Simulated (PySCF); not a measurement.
## Ca: ionisation energy

Ca [Ar] 4s2 (1S) → Ca⁺ [Ar] 4s1 (2S), as a difference of total energies. All numbers are calculated (PySCF 2.14, no relativity, point nucleus, in def2-TZVPPD (6s5p3d, 36 functions)). Correlated levels: valence: [Ar] frozen. The calculations carry no spin-orbit coupling.

```
           method  ionisation energy (eV)
              UHF                   5.119
    MP2 (valence)                   5.623
SCS-MP2 (valence)                   5.724
   CCSD (valence)                   5.890
```

How much does correlation contribute at MP2 (valence)?

5.623 − (5.119) = 0.504 eV, measured against UHF.

These non-relativistic numbers lack the scalar-relativistic shift.

Errors of the correlated levels include the incompleteness of this basis and the frozen core.

With two correlated electrons CCSD is exact in that space.

For comparison: 6.113 eV (measured; NIST Atomic Spectra Database, ionization energies).
